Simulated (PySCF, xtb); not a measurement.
GeOCl₂, SMILES [O]=[Ge]([Cl])[Cl].

Harmonic wavenumbers (cm⁻¹) from xtb with GFN2-xTB at its own minimum, in rising order: 132, 148, 196, 347, 387, 916.

Question: What does PBE0-D3(BJ)/def2-SVP (PySCF) give at its own minimum? (Estimate from the structure and the level; the computed values follow.)

Answer: 157, 183, 212, 428, 463, 1013. Paired by order, the mean absolute difference is 55 cm⁻¹ and the zero-point energies are 3.0 and 3.5 kcal/mol.
